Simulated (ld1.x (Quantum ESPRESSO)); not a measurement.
## PBEsol TM dataset for Ta, scalar-relativistic all-electron reference.

ld1.x (Quantum ESPRESSO) 7.5 input, shortened:

```
&input
   title='Ta', zed=73., rel=1, dft='PBESOL', iswitch=3,
   config='[Xe] 4f14 5d3 6s2 6p0'
 /
 &inputp
   pseudotype=2, tm=.true., lloc=2,
   nlcc=.true., rcore=1.05
 /
4
5S  1  0   2.00   0.00  1.30  1.30  0.0
5P  2  1   6.00   0.00  1.60  1.60  0.0
4F  4  3  14.00   0.00  1.00  1.00  0.0
5D  3  2   3.00   0.00  1.80  1.80  0.0
 &test
   configts(1)='4f14 5s2 5p6 5d3 6s2 6p0'
 /
```

Occupied shells without a wave of their own: 6s. They enter only through the test configuration that unscreens the potential, and ld1.x also counts them in the model core charge.

All-electron outer shells of the reference configuration (PBEsol, scalar-relativistic, ld1.x):

| shell | level (eV) | outermost node (bohr) | outermost maximum (bohr) |
| --- | --- | --- | --- |
| 4p | -400.54 | 0.24 | 0.45 |
| 4d | -222.03 | 0.22 | 0.46 |
| 5s | -73.03 | 0.54 | 0.98 |
| 5p | -39.42 | 0.58 | 1.13 |
| 4f | -24.73 | – | 0.44 |
| 6s | -5.47 | 1.32 | 2.78 |
| 5d | -3.62 | 0.65 | 1.58 |
| 6p | -1.36 | 1.59 | 3.85 |

Does this generation succeed?

No. ld1.x (Quantum ESPRESSO) 7.5 stopped with "run_pseudo: Errors in PS-KS equation": the pseudo-atom solver did not find the valence states with the expected number of nodes, which is the usual sign of a ghost state. Before that it printed "Warning: n=2, l=0 expected 1 nodes, found 2".
